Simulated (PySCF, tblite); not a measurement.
Isomers of C6H10N (doublet state), one GFN2-xTB conformer each. Single-point energies are computed at B3LYP/pcH-1 (PySCF, gas phase, no added dispersion term), electronic only. GFN2-xTB treats the open shell by occupation alone, and not every SCF solution was tested for stability.

```csv
SMILES,GFN2-xTB relative energy (kcal/mol)
[H]/N=C(\C)[C]=C(C)C,24.8
[H]/N=[C]/[C@H]1C[C@@H](C)C1,20.0
[H]/[C]=C/C(=C)CNC,55.2
C=CN[C]1CCC1,13.5
C/C=N/[C]1CCC1,0.0
C=[C]/C=C\CCN,39.3
[H]/N=C(C)\C=C(/[CH2])C,12.6
CC#C[C@H](C)[CH]N,37.5
```

Conformers: `[H]/[N:6]=[C:5]/[C@@H:4]1[CH2:3][C@H:2]([CH3:1])[CH2:7]1` (doublet state) with C3–C4–C5–N6 -5°, C1–C2–C3–C4 130°, C2–C3–C4–C5 -129°, C3–C4–C7–C2 10°, C1–C2–C7–C4 -130°; `[H]/[C:1]=[CH:2]/[C:3](=[CH2:4])[CH2:5][NH:6][CH3:7]` (doublet state) with C1–C2–C3–C4 174°, C2–C3–C5–N6 31°, C3–C5–N6–C7 -165°; `[CH2:1]=[CH:2][NH:3][C:4]1[CH2:5][CH2:6][CH2:7]1` (doublet state) with C1–C2–N3–C4 176°, C2–N3–C4–C5 27°; `[CH3:1]/[CH:2]=[N:3]/[C:4]1[CH2:5][CH2:6][CH2:7]1` (doublet state) with C2–N3–C4–C5 -16°; `[CH2:1]=[C:2]/[CH:3]=[CH:4]\[CH2:5][CH2:6][NH2:7]` (doublet state) with C3–C4–C5–C6 110°, C4–C5–C6–N7 174°, C5–C6–N7–H 62° and -179°; `[H]/[N:7]=[C:5](\[CH:4]=[C:2](/[CH2:1])[CH3:3])[CH3:6]` (doublet state) with H–C1–C2–C3 4° and -173°, C2–C4–C5–C6 -162°; `[CH3:1][C:2]#[C:3][C@H:4]([CH3:5])[CH:6][NH2:7]` (doublet state) with C3–C4–C6–N7 -88°, C4–C6–N7–H -40° and -172°.

What does B3LYP/pcH-1 give for the same structures?

| SMILES | B3LYP/pcH-1 E (Eh) | B3LYP/pcH-1 (kcal/mol) | GFN2-xTB (kcal/mol) | point group |
| --- | --- | --- | --- | --- |
| [H]/N=C(C)\C=C(/[CH2])C | -289.37127 | 0.0 | 12.6 | C1 |
| C/C=N/[C]1CCC1 | -289.35133 | 12.5 | 0.0 | C1 |
| [H]/N=C(\C)[C]=C(C)C | -289.34390 | 17.2 | 24.8 | near Cs |
| [H]/N=[C]/[C@H]1C[C@@H](C)C1 | -289.33691 | 21.6 | 20.0 | C1 |
| C=CN[C]1CCC1 | -289.33439 | 23.1 | 13.5 | C1 |
| C=[C]/C=C\CCN | -289.33193 | 24.7 | 39.3 | C1 |
| CC#C[C@H](C)[CH]N | -289.32483 | 29.1 | 37.5 | C1 |
| [H]/[C]=C/C(=C)CNC | -289.29427 | 48.3 | 55.2 | C1 |

GFN2-xTB puts C/C=N/[C]1CCC1 lowest instead; measured from each level's own lowest isomer, the values differ by up to 14.6 kcal/mol (C=[C]/C=C\CCN: 39.3 against 24.7). Neighbours under 5.0 kcal/mol apart (C/C=N/[C]1CCC1 and [H]/N=C(\C)[C]=C(C)C; [H]/N=C(\C)[C]=C(C)C and [H]/N=[C]/[C@H]1C[C@@H](C)C1; [H]/N=[C]/[C@H]1C[C@@H](C)C1 and C=CN[C]1CCC1; C=CN[C]1CCC1 and C=[C]/C=C\CCN; others) can change places with a better method, another conformer or zero-point energy.

What happens when harmonic zero-point energies from GFN2-xTB frequencies are added?

```csv
SMILES,ZPE (kcal/mol),electronic (kcal/mol),with ZPE (kcal/mol)
[H]/N=C(C)\C=C(/[CH2])C,89.0,0.0,0.0
C/C=N/[C]1CCC1,89.8,12.5,13.3
[H]/N=C(\C)[C]=C(C)C,88.7,17.2,16.9
[H]/N=[C]/[C@H]1C[C@@H](C)C1,91.4,21.6,23.9
C=CN[C]1CCC1,90.3,23.1,24.5
C=[C]/C=C\CCN,88.7,24.7,24.4
CC#C[C@H](C)[CH]N,88.8,29.1,28.9
[H]/[C]=C/C(=C)CNC,88.6,48.3,47.9
```

The zero-point energies span 2.8 kcal/mol. The lowest isomer stays, but the order above it changes.

As an exercise, what shares would exp(−E/RT) give at 2000 K from these electronic energies alone (no entropy, no degeneracies)?

RT = 3.974 kcal/mol: [H]/N=C(C)\C=C(/[CH2])C 93.8 %, C/C=N/[C]1CCC1 4.0 %, [H]/N=C(\C)[C]=C(C)C 1.2 %, [H]/N=[C]/[C@H]1C[C@@H](C)C1 0.4 %, C=CN[C]1CCC1 0.3 %, C=[C]/C=C\CCN 0.2 %, CC#C[C@H](C)[CH]N 0.1 %, [H]/[C]=C/C(=C)CNC under 0.1 %.
